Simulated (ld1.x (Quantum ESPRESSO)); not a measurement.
PBE RRKJ dataset for xenon, scalar-relativistic all-electron reference.

* Element: xenon (Xe)
* Generator: ld1.x (Quantum ESPRESSO) 7.5
* Type: norm-conserving RRKJ (Kleinman–Bylander form)
* Functional: PBE
* Relativity: scalar-relativistic
* Frozen core: [Kr] 4d10
* Valence charge: 8
* Reference configuration: 5s2 5p6
* Partial waves: 5p (bound): rc 2.05 bohr; 5s (bound): rc 1.65 bohr
* Local potential: the s channel
* Core correction: none

All-electron outer shells of the reference configuration (PBE, scalar-relativistic, ld1.x):

```csv
shell,level (eV),outermost node (bohr),outermost maximum (bohr)
4p,-141.27,0.36,0.69
4d,-59.38,0.34,0.75
5s,-19.74,0.85,1.63
5p,-8.23,0.92,1.91
```

**Question.** Does this generation succeed?

**Answer.** No. ld1.x (Quantum ESPRESSO) 7.5 stopped with "compute_phi: phi has nodes before r_c": the RRKJ expansion in Bessel functions gave a pseudo-wave with a node inside its radius. Before that it printed "This function has    1 nodes for 0 < r <    2.036".
